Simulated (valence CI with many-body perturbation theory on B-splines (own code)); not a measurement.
# Valence orbitals of Ir LXV

Computed by relativistic CI+MBPT: three valence electrons over a frozen Dirac-Fock core [Ne], radial functions for each j: 11 s, 11 p, 9 d, 7 f, 5 g, 2 h, 1 i, with the one-electron correlation potential Σ1 (screened to all orders), the two-electron term Σ2, the three-electron term Σ3, Breit, model QED; selected single and double excitations, second order for the rest (own B-spline code, finite nucleus).

No measured spectrum was set against this ion. As an estimate, large intervals hold to a few tenths of a per cent, small ones and those within an open d or f shell to about a per cent.

These are the spectroscopic orbitals of the CI (the correlating ones are not listed), shaped by the core and the other valence electrons. h is the expectation value of the core's Dirac-Fock operator, without the valence repulsion; Σ1 is computed up to l = 3 at one energy for each symmetry, that of its lowest orbital but kept below the first core excitation, so for empty shells it is not the orbital's own correlation shift; Breit and QED include the response of the core.

```csv
Orbital,h (hartree),Σ1 (cm⁻¹),Breit (cm⁻¹),QED (cm⁻¹),⟨r⟩ (bohr)
3s1/2,-288.97,-7629,55749,47556,0.1747
4s1/2,-156.99,-2595,21671,19169,0.3231
5s1/2,-98.331,-1197,10352,9415,0.5187
6s1/2,-67.293,-655,5798,5314,0.7599
3p1/2,-282.68,-10022,93885,3712,0.1637
4p1/2,-154.38,-3340,36551,1512,0.3145
5p1/2,-97.026,-1548,17656,755,0.5115
6p1/2,-66.549,-850,9933,430,0.7544
3p3/2,-265.92,-8269,50121,7399,0.1755
4p3/2,-147.52,-2897,19722,3018,0.3301
5p3/2,-93.579,-1370,10732,1514,0.5312
6p3/2,-64.58,-761,6084,865,0.7780
3d3/2,-258.61,-10446,42576,-1151,0.1496
4d3/2,-144.73,-2986,15532,-342,0.3067
5d3/2,-92.212,-1341,7407,-148,0.5097
3d5/2,-254.77,-8974,20437,917,0.1532
4d5/2,-143.08,-2550,7323,502,0.3111
5d5/2,-91.361,-1148,3601,278,0.5151
4f5/2,-141.61,-2593,1648,-262,0.2700
5f5/2,-90.633,-1258,1125,-138,0.4752
4f7/2,-140.89,-2425,508,138,0.2722
5f7/2,-90.264,-1169,343,68.1,0.4778
5g7/2,-90.145,,40.3,-66.9,0.4189
5g9/2,-89.929,,8.9,50.7,0.4205
```

Among the shells of the start configuration 3s2 3p1, Σ1 is largest in size for 3p1/2, where it is 0.016 % of h.

Lowest root of each symmetry, sizes in configuration state functions:

```csv
J,Parity,Roots,Reference,Variational,Second order,Change by selected CI (cm⁻¹),Change by second order (cm⁻¹)
1/2,even,9,58,7142,4635,-6099,0
3/2,even,13,92,12157,8710,-3561,-1
5/2,even,12,94,13859,11872,-4906,-1
7/2,even,6,67,12120,13924,-6608,-2
9/2,even,3,41,8811,10178,-6368,-3
1/2,odd,7,55,6433,5330,-5933,0
3/2,odd,11,89,11204,9687,-5376,0
5/2,odd,10,86,13050,12648,-6179,-1
7/2,odd,5,63,11345,10277,-6806,-2
9/2,odd,2,33,8192,5745,-3669,-3
```
